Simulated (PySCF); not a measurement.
Point-charge models of `FC[SiH2][C@H](F)[SiH2][SiH3]` against its computed dipole.

Coordinates (GFN2-xTB, Å) and charges (e) from the PBE0/pcSseg-1 density (PySCF):

| atom | x | y | z | Mulliken | IAO | Hirshfeld | ESP-fitted |
| --- | --- | --- | --- | --- | --- | --- | --- |
| F1 | 4.329 | -0.289 | 0.043 | -0.3473 | -0.3253 | -0.1318 | -0.2395 |
| C2 | 3.112 | 0.352 | 0.182 | -0.1325 | -0.2303 | -0.0652 | -0.0249 |
| Si3 | 1.706 | -0.759 | -0.498 | +0.6411 | +0.7524 | +0.3361 | +0.3981 |
| C4 | 0.082 | 0.229 | -0.268 | -0.3849 | -0.3478 | -0.1113 | -0.1770 |
| F5 | 0.024 | 0.631 | 1.080 | -0.3500 | -0.3336 | -0.1227 | -0.2164 |
| Si6 | -1.577 | -0.658 | -0.676 | +0.3179 | +0.4369 | +0.2401 | +0.3074 |
| Si7 | -3.332 | 0.603 | 0.150 | +0.1970 | +0.2954 | +0.2220 | +0.1940 |
| H8 | 3.206 | 1.300 | -0.355 | +0.1254 | +0.1459 | +0.0436 | +0.0785 |
| H9 | 2.998 | 0.571 | 1.246 | +0.1374 | +0.1552 | +0.0456 | +0.0937 |
| H10 | 1.660 | -1.993 | 0.285 | -0.0570 | -0.1094 | -0.0681 | -0.0734 |
| H11 | 1.908 | -1.004 | -1.926 | -0.0671 | -0.1156 | -0.0701 | -0.0922 |
| H12 | 0.133 | 1.170 | -0.829 | +0.1585 | +0.1497 | +0.0381 | +0.1228 |
| H13 | -1.466 | -2.005 | -0.102 | -0.0385 | -0.0975 | -0.0726 | -0.0839 |
| H14 | -1.522 | -0.833 | -2.134 | -0.0441 | -0.1016 | -0.0736 | -0.0994 |
| H15 | -3.761 | 0.165 | 1.481 | -0.0480 | -0.0879 | -0.0677 | -0.0550 |
| H16 | -3.005 | 2.029 | 0.250 | -0.0498 | -0.0895 | -0.0679 | -0.0565 |
| H17 | -4.503 | 0.501 | -0.729 | -0.0580 | -0.0968 | -0.0746 | -0.0762 |

Task: Form Σ q r in debye for every column and set it beside the full dipole.

Result: The full density gives (-1.61, 0.60, -1.21) D, 2.10 D in size; dipole vectors point from the negative to the positive end.

| scheme | μx | μy | μz | size (D) | share of the full size (%) | angle to the full dipole (°) |
| --- | --- | --- | --- | --- | --- | --- |
| Mulliken | -3.33 | -1.19 | -3.14 | 4.73 | 225 | 32 |
| IAO | -3.21 | -0.65 | -2.86 | 4.34 | 206 | 26 |
| Hirshfeld | -1.36 | -0.06 | -0.91 | 1.64 | 78 | 19 |
| ESP-fitted | -1.64 | 0.59 | -1.22 | 2.12 | 101 | 1 |

Task: Which set comes closest?

Result: Length of the difference vector: ESP-fitted 0.03 D, Hirshfeld 0.77 D, IAO 2.61 D, Mulliken 3.15 D. Closest: ESP-fitted. The schemes that divide the density aren't constrained to reproduce the dipole.

Task: What is left for the Hirshfeld atoms' own dipoles?

Result: The shares of the density sum to the whole, so what Σ q r misses lies in dipoles about the nuclei. The atomic dipoles sum to (-1.61, 0.60, -1.21) − (-1.36, -0.06, -0.91) = (-0.25, 0.66, -0.30) D, 0.77 D in size.

Task: With the origin at the mean of the coordinates, (0.000, 0.001, -0.165) Å, which are the largest single terms, by size, of the Hirshfeld dipole along the direction of the full one?

Result: Si7 +2.72, F1 +2.23, Si3 -2.16, Si6 +1.52, H17 -1.41 D; all 17 atoms together +1.55 D. The single terms depend on the origin, their sum doesn't.

Task: Give the size of the full dipole in other units.

Result: 2.10 D = 0.828 au = 0.438 e·Å = 7.02 × 10⁻³⁰ C·m.

The structure is a single GFN2-xTB conformer in the gas phase; no vibrational or solvent corrections.

The values belong to the conformer `[F:1][CH2:2][SiH2:3][C@H:4]([F:5])[SiH2:6][SiH3:7]`: F1–C2–Si3–C4 180°, C2–Si3–C4–F5 -52°, Si3–C4–Si6–Si7 167°.
